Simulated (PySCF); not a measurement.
These are PBE0-D3(BJ)/def2-TZVP (PySCF) values and carry that method's errors. Gas-phase values, no solvent. 

Reference species (SMILES): `C=[SiH]C` (neutral, multiplicity 1).

```json
{
 "S1 oscillator strength": "0.349",
 "LUMO": "-0.65 eV"
}
```

Changed species: `C=[SiH2]` (X = H; the reference has X = methyl).

Problem. What does the change do to the S1 oscillator strength and LUMO?

Solution. the S1 oscillator strength is nearly the same; the LUMO drops by 0.58 eV, to -1.23 eV.
